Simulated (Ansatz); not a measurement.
C$_{3}$H$_{7}$AlO$_{2}$, SMILES `O/C=C(/O)[CH2][AlH2]`. Total charge 0; spin multiplicity 1.

```json
{"atom": "O1", "x (Å)": "-2.0330", "y (Å)": "-0.2009", "z (Å)": "0.0438"}
{"atom": "C2", "x (Å)": "-1.0318", "y (Å)": "0.7510", "z (Å)": "0.0499"}
{"atom": "C3", "x (Å)": "0.1327", "y (Å)": "0.4414", "z (Å)": "0.7168"}
{"atom": "O4", "x (Å)": "0.9380", "y (Å)": "1.4762", "z (Å)": "1.0231"}
{"atom": "C5", "x (Å)": "0.6355", "y (Å)": "-0.9215", "z (Å)": "0.7616"}
{"atom": "Al6", "x (Å)": "0.5401", "y (Å)": "-0.5094", "z (Å)": "-1.2328"}
{"atom": "H7", "x (Å)": "-2.3945", "y (Å)": "-0.2808", "z (Å)": "-0.8434"}
{"atom": "H8", "x (Å)": "-1.3081", "y (Å)": "1.7905", "z (Å)": "-0.0994"}
{"atom": "H9", "x (Å)": "1.8265", "y (Å)": "1.1461", "z (Å)": "1.1913"}
{"atom": "H10", "x (Å)": "-0.1224", "y (Å)": "-1.6654", "z (Å)": "0.9912"}
{"atom": "H11", "x (Å)": "1.5558", "y (Å)": "-1.0610", "z (Å)": "1.3208"}
{"atom": "H12", "x (Å)": "1.7711", "y (Å)": "0.3210", "z (Å)": "-1.7915"}
{"atom": "H13", "x (Å)": "-0.5100", "y (Å)": "-1.2872", "z (Å)": "-2.1314"}
```

Problem. List the harmonic frequencies (cm⁻¹, unscaled) at PBE0-D4/def2-TZVP in Ansatz. (Best estimate.)

Solution. The calculation gave: 127, 176, 230, 268, 287, 371, 383, 467, 477, 519, 555, 586, 707, 713, 756, 810, 905, 930, 1045, 1139, 1230, 1237, 1352, 1397, 1461, 1643, 1910, 1920, 3135, 3178, 3215, 3843, 3847.

Problem. Is this a minimum?

Solution. Yes, all 33 modes are real.

Problem. Give the ideal-gas thermochemistry at 298.15 K and 1 bar (rigid rotor, harmonic oscillator; point group C1, symmetry number 1).

Solution. Zero-point energy 244.2 kJ/mol; H(298) − E = 267.2 kJ/mol; entropy 351.4 J/(mol·K), of which translation 166.5, rotation 113.4, vibration 71.5; G(298) − E = 162.5 kJ/mol.

Problem. Rotational constants (cm⁻¹)?

Solution. 0.1132, 0.1001, 0.07092.
